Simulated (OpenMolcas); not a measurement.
What dynamic correlation does to the levels of Si

| Property | Result |
| --- | --- |
| Program | OpenMolcas 26.06 |
| Basis | ANO-R1 [4s3p1d] |
| Scalar Hamiltonian | X2C, finite nucleus |
| Active space | 4 electrons in 4 orbitals (3s 3p) |
| State averaging | 2S+1 = 3 even, 3 roots; 2S+1 = 1 even, 6 roots; 2S+1 = 5 odd, 1 root; 2S+1 = 3 odd, 8 roots |
| Spin-orbit coupling | RASSI with atomic mean-field integrals over the reference wave functions, term energies averaged over their components |

Methods on the same reference wave functions:
A. CASSCF
B. SS-CASPT2, IPEA 0.25 Eh, imaginary shift 0.1 Eh (closed shells correlated: 2s 2p)

Energies in cm⁻¹ above 3s² 3p² ³P₀, the measured ground level; measured values from NIST Handbook of Basic Atomic Spectroscopic Data.

```csv
Level,A,B,Measured
3s² 3p² ³P₀,0.0,0.0,0.0
3s² 3p² ³P₁,64.3,64.3,77.1
3s² 3p² ³P₂,188,188,223
3s² 3p² ¹D₂,9278,7620,6299
3s² 3p² ¹S₀,16285,16740,15394
3s 3p³ ⁵S°₂,22512,27410,33326
3s 3p³ ³D°₂,54366,48020,
3s 3p³ ³D°₁,54367,48020,
3s 3p³ ³D°₃,54368,48020,45322
3s 3p³ ³P°₀,63556,59830,
3s 3p³ ³P°₁,63557,59830,
3s 3p³ ³P°₂,63558,59830,
```

Deviations, from unrounded energies. A percentage is the sum of absolute deviations over the sum of measured energies, with the sign that they share, or ± where signs differ.

| Against measurement | Levels | A | B |
| --- | --- | --- | --- |
| mean absolute deviation (cm-1) | 6 | 4000 | 1900 |
| fine structure of the ground term (%) | 2 | -15.9 | -16.0 |
| other terms of the ground configuration (%) | 2 | +17.8 | +12.3 |
| other configurations (%) | 2 | ±25.3 | ±11.0 |

B lies closest to measurement on these levels. The largest miss of B in the table is 3s 3p³ ⁵S°₂, by -5900 cm-1. The ranking rests on the paired levels alone, and a cruder setting can come out closer through cancelling errors.

From A to B the spin-free energies of the other terms of 3s² 3p² shown, above ³P, scale by factors of 0.82 to 1.03.

The lowest spin-free term lies below A's lowest term by 0.063 hartree in B.

Term energies are means over components that CASPT2 splits; among the terms shown or strongly mixed into the levels shown the widest spread is 390 cm-1 (3s 3p³ ³D°, B). Over all roots computed the reference weight is 0.90 to 0.99 in B; the roots of lowest weight are the least certain, and an intruder state may touch them. Terms of s pⁿ other than that of highest spin mix with s² pⁿ⁻² d, which this space lacks; all of them can be thousands of cm-1 off, and some have no real level of that name. Without dynamic correlation excited terms often stand tens of per cent too high (terms of higher spin than the ground term too low), and those without a measured partner can miss by more than the paired ones (holds for A). Some terms miss by over 15 % even with CASPT2, which points to a basis or an active space too small for the shells correlated (holds for B). Computed and measured levels are paired by configuration, term and J; levels that our copy of the source lacks, or whose pairing is in doubt (as where it misses far off the trend of its configuration), stay unpaired and out of the deviations. Levels of configurations outside the active space are missing.

° marks odd parity.
